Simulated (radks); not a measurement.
The numbers below are computed, except where a source is named.
Sr+, configuration [Kr] 5s1.

Code: a radial shooting solver on a logarithmic mesh with Libxc functionals. Model: scalar-relativistic Kohn-Sham, BLYP, spin-polarised, spherical densities, point nucleus; open shells are filled with parallel spins first (spin-orbit coupling, left out, can overturn this in heavy ions).

Energy parts (eV):
total: -86525.864
kinetic: 88735.711
electron-nucleus: -208137.424
Hartree: 35740.292
exchange-correlation: -2864.442

Orbitals (lengths in bohr, moments of r in powers of bohr; r(max) is where P^2 peaks):
| orbital | occ. | eigenvalue (eV) | r(max) | <r^4> |
|---|---|---|---|---|
| 1s up | 1 | -15947.11 | 0.02553 | 0.00001102 |
| 1s down | 1 | -15947.09 | 0.02553 | 0.00001102 |
| 2s up | 1 | -2164.684 | 0.1451 | 0.002122 |
| 2s down | 1 | -2164.672 | 0.1451 | 0.002122 |
| 2p up | 3 | -1924.422 | 0.1160 | 0.001527 |
| 2p down | 3 | -1924.410 | 0.1160 | 0.001527 |
| 3s up | 1 | -339.7336 | 0.4358 | 0.1215 |
| 3s down | 1 | -339.7130 | 0.4358 | 0.1215 |
| 3p up | 3 | -262.2340 | 0.4306 | 0.1403 |
| 3p down | 3 | -262.2121 | 0.4306 | 0.1402 |
| 3d up | 5 | -134.2123 | 0.3763 | 0.1876 |
| 3d down | 5 | -134.1882 | 0.3763 | 0.1875 |
| 4s up | 1 | -47.0143 | 1.188 | 6.765 |
| 4s down | 1 | -46.9405 | 1.188 | 6.728 |
| 4p up | 3 | -28.8882 | 1.323 | 13.19 |
| 4p down | 3 | -28.7919 | 1.323 | 12.96 |
| 5s up | 1 | -8.6149 | 3.407 | 414.5 |

The highest occupied level is 5s up at -8.615 eV. Summed over all electrons, <r^2> = 43.29 bohr^2, which gives a Langevin (diamagnetic) susceptibility term of -34.3 x 10^-6 cm^3/mol.
